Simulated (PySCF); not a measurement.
**Selenium: a sound run and one with changed settings**

Sound run: Se [Ar] 3d10 4s2 4p4, Se⁺ [Ar] 3d10 4s2 4p3. Calculation: PySCF 2.14, in cc-pVDZ-DK (5s4p2d, 27 functions); scalar relativity by spin-free X2C-1e. The sound run starts from symmetry-adapted Hartree-Fock orbitals and uses a fine grid where one is needed.

Changed run: radial step 0.8 in ln r (0.13 in the sound run). This setting is unsound on purpose.

```json
{"species": "Se", "method": "UHF", "sound run (hartree)": "-2427.95937", "changed run (hartree)": "-2427.95937", "converged": "yes"}
{"species": "Se", "method": "MN15", "sound run (hartree)": "-2431.27804", "changed run (hartree)": "-2432.48463", "converged": "yes"}
{"species": "Se", "method": "PBE0", "sound run (hartree)": "-2429.42619", "changed run (hartree)": "-2429.26543", "converged": "yes"}
{"species": "Se⁺", "method": "UHF", "sound run (hartree)": "-2427.64684", "changed run (hartree)": "-2427.64684", "converged": "yes"}
{"species": "Se⁺", "method": "MN15", "sound run (hartree)": "-2430.93245", "changed run (hartree)": "-2432.15197", "converged": "yes"}
{"species": "Se⁺", "method": "PBE0", "sound run (hartree)": "-2429.07433", "changed run (hartree)": "-2428.90790", "converged": "yes"}
```

Ionisation energy of Se:

```
method  sound run (eV)  changed run (eV)
   UHF           8.504             8.504
  MN15           9.404             9.052
  PBE0           9.574             9.729
```

A coarse radial grid mis-integrates the density and the exchange-correlation energy, with errors of either sign; Hartree-Fock needs no grid.

For comparison, NIST gives 9.752 eV between the lowest levels.
